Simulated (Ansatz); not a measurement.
System: I, net charge -1, singlet state.

Parts of the frozen-core correlation energy in def2-SVP (Ansatz, a first-principles code, hartree). Frozen orbitals: 9; correlated occupied orbitals by spin: 4 and 4; virtual: 13 and 13. Spin-orbit coupling is left out. In def2 rows, elements after Kr have scalar-relativistic effective core potentials.

| term | value |
|---|---|
| reference (HF) | -296.72470 |
| MP2 opposite-spin | (withheld) |
| MP2 same-spin | -0.02684 |
| CCSD correlation | (withheld) |
| (T) | (withheld) |
| CCSDT minus CCSD(T) | -0.00009 |
| CCSDT(Q) minus CCSD(T) | -0.00028 |
| T1 diagnostic | 0.003 |
| largest doubles amplitude | 0.048 |

Fill in the missing entries.


- MP2 opposite-spin, value: -0.07009
- CCSD correlation, value: -0.10627
- (T), value: -0.00076
